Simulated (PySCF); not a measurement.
# Which determinant of BeAl⁺ lies lowest?

Unrestricted PBE0; PySCF, no relativity, basis sets Be def2-SVP, Al def2-SVP. Outer shells of the fragments: Be 2s2; Al+ 3s2.

Followed along the bond (rough minima from three points):

| 2Ms+1 | unpaired | ⟨S²⟩ at the start | R at minimum (Å) | Te (eV) |
| --- | --- | --- | --- | --- |
| 1 | none | 0.00 | 2.81 | 0.00 |
| 3 | σ ↑↑ | 2.00 | 2.60 | 1.44 |
| 3 | σ ↑, π ↑ | 2.01 | 2.28 | 1.50 |
| 1 | σ ↑, π ↓ | 1.01 | 2.26 | 1.95 |

Solutions found at the starting distance of 2.255 Å, counted from the lowest of them; the search is not exhaustive and high or unbound solutions are not listed, so other states can lie among these:

| 2Ms+1 | unpaired | term | E (eV) | ⟨S²⟩ | ⟨Lz²⟩ | μ (D) |
| --- | --- | --- | --- | --- | --- | --- |
| 1 | none | ¹Σ⁺ | 0.00 | 0.00 | 0.00 | -2.99 |
| 3 | σ ↑, π ↑ | ³Π | 0.98 | 2.01 | 1.00 | -2.42 |
| 3 | σ ↑↑ | ³Σ⁺ | 1.16 | 2.00 | 0.00 | 0.56 |
| 1 | σ ↑, π ↓ | mixed | 1.43 | 1.01 | 1.00 | -2.78 |
| 3 | π ↑↑ | ³Σ⁻ | 3.19 | 2.01 | 0.00 | -1.82 |
| 1 | π ↑↓ | mixed | 3.40 | 1.00 | 2.01 | -1.94 |

A term symbol is given only where ⟨S²⟩ and ⟨Lz²⟩ are close to those of a pure state; real π, δ and φ orbitals otherwise mix terms. A positive dipole points towards Al; it is taken about the centre of mass and depends on that origin.

**Question.** Compare the gap between the two lowest followed solutions at the starting distance with the gap between their minima.

**Answer.** At PBE0 the second solution (triplet, unpaired electrons σ ↑↑) lies +1.16 eV from the first (singlet, closed shell) at 2.255 Å and +1.44 eV at the minima; the two curves relax by different amounts, since their minima lie near 2.60 and 2.81 Å.

Counting both spins, an empty level lies below a filled one in some of these solutions, because spin and occupation are held.
